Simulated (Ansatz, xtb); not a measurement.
# Two structures of C3H6B2O3

Structure I is a singlet given by its coordinates and structure II is `BC1(B)COC(=O)O1`, a singlet. Both are isolated molecules in the gas phase, relaxed with B3LYP/def2-SVP; the shapes shown needn't be the lowest conformers.

I (Å):

```yaml
atoms:
  - { symbol: C, position_ang: [0.6625, 1.0127, 0.1255] }
  - { symbol: C, position_ang: [0.4439, 1.9780, 1.2765] }
  - { symbol: C, position_ang: [0.4906, -0.1444, 2.1880] }
  - { symbol: B, position_ang: [-0.5098, -0.0394, -0.2049] }
  - { symbol: B, position_ang: [1.3339, 1.1808, -1.2143] }
  - { symbol: O, position_ang: [0.2106, 1.1363, 2.4183] }
  - { symbol: O, position_ang: [0.4923, -1.0383, 2.9599] }
  - { symbol: O, position_ang: [0.8207, -0.3144, 0.8200] }
  - { symbol: H, position_ang: [-0.4525, -0.7541, -1.1659] }
  - { symbol: H, position_ang: [-1.5165, 0.0702, 0.4456] }
  - { symbol: H, position_ang: [1.1165, 2.2128, -1.8009] }
  - { symbol: H, position_ang: [1.9726, 0.2988, -1.7195] }
  - { symbol: H, position_ang: [1.3257, 2.6006, 1.4945] }
  - { symbol: H, position_ang: [-0.4318, 2.6268, 1.1334] }
```

Close contacts (Å): C1–C2 1.52, C1–B4 1.61, C1–B5 1.51, C1–O8 1.51, C2–O6 1.44, C3–O6 1.33, C3–O7 1.18, C3–O8 1.42, B4–O8 1.70, C2–H13 1.10, C2–H14 1.10, B4–H9 1.20, B4–H10 1.20, B5–H11 1.21, B5–H12 1.20.

II (Å):

```xyz
14

C    -0.7235    0.7384    0.8813
C    -0.5933    1.6253   -0.4169
C     1.4346    1.5217    0.6528
B    -1.6029    1.3762    2.0070
B    -1.3648   -0.6075    0.3936
O     0.6835    2.2144   -0.2565
O     2.5858    1.7286    0.8635
O     0.6745    0.5879    1.2581
H    -1.2002    1.4346    3.1380
H    -2.7067    1.7669    1.7233
H    -0.7051   -1.6113    0.3683
H    -2.5012   -0.5976   -0.0030
H    -0.6040    1.0417   -1.3562
H    -1.3631    2.4052   -0.4841
```

Problem. Estimate which is lower in electronic energy at CCSD(T)/def2-SVP + ΔMP2/def2-TZVPP, and by roughly how much.

Solution. The CCSD(T)/def2-SVP + ΔMP2/def2-TZVPP calculation puts structure I lower, by 0.138 eV.

The same difference at several levels:

| level | geometry | E(II) − E(I) (eV) | departure from the last row (eV) | job, with rough time for the two |
| --- | --- | --- | --- | --- |
| GFN2-xTB | GFN2-xTB | +0.422 | +0.284 | optimisation, 0.82 s |
| HF/STO-3G | GFN2-xTB | +0.475 | +0.337 | single point, 1.9 s |
| r2SCAN-D4/def2-SVP | GFN2-xTB | +0.098 | −0.040 | single point, 11 s |
| B3LYP/def2-SVP | B3LYP/def2-SVP | +0.084 | −0.054 | optimisation, 5.9 min |
| HF/def2-SVP | B3LYP/def2-SVP | −0.356 | −0.494 | part of the CCSD(T) run |
| MP2/def2-SVP | B3LYP/def2-SVP | +0.161 | +0.023 | part of the CCSD(T) run |
| CCSD(T)/def2-SVP | B3LYP/def2-SVP | +0.126 | −0.012 | single point |
| CCSD(T)/def2-SVP + ΔMP2/def2-TZVPP | B3LYP/def2-SVP | +0.138 |  | single point, 4.1 min |

HF/def2-SVP puts the two in the other order. The largest departure from CCSD(T)/def2-SVP + ΔMP2/def2-TZVPP is that of HF/def2-SVP, 0.494 eV. The last row adds to CCSD(T) the change of the MP2 difference between the two basis sets, here +0.012 eV.

With thermal terms from frequencies at re-optimised GFN2-xTB minima (ideal gas, soft modes damped towards free rotors, one conformer each, 298.15 K, 1 atm): on the last row, ΔE + ΔZPE = +0.066, ΔH = +0.096, ΔG = +0.025 eV.

The correlated steps freeze 8 core orbitals. Codes used: Ansatz 0.2.0, xtb 6.7.1; the last row on 2 threads of Intel(R) Xeon(R) Processor @ 2.50GHz (Skylake/Cascade Lake) on a shared host.
